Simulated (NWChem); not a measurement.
C2H3ClF2Si; SMILES F[SiH2]/C(Cl)=C\F

```xyz
9

F      2.2226    -1.0561    -0.1468
C      0.9431    -1.3923    -0.1910
C     -0.0261    -0.5065     0.0661
Cl    -1.6743    -1.0540    -0.0372
Si     0.2259     1.2915     0.5203
F     -0.2195     2.2230    -0.7338
H      0.7769    -2.4427    -0.4531
H     -0.6640     1.6194     1.6630
H      1.6571     1.5527     0.8125
```
Atoms are numbered in this order, from 1.

Program: NWChem. Pople sets run with spherical d functions. All runs use the structure optimised with PBE0/def2-SVP. Total energies compare along this basis series because the functional is fixed.

```csv
level,basis functions,energy (Ha),highest occupied level (eV),orbital gap (eV),dipole (D),relative time
TPSS/STO-3G,41,-1015.2607,-3.47,5.37,1.91,1
TPSS/3-21G,68,-1022.2072,-6.38,4.78,1.93,1
TPSS/6-31G*,98,-1027.4430,-6.28,4.62,1.74,4
TPSS/6-31+G*,122,-1027.4646,-6.57,4.51,1.76,6
TPSS/6-311G**,142,-1027.5841,-6.53,4.57,1.86,6
TPSS/6-311++G**,169,-1027.5939,-6.62,4.48,1.82,10
```

Times are rough ratios from one shared machine.
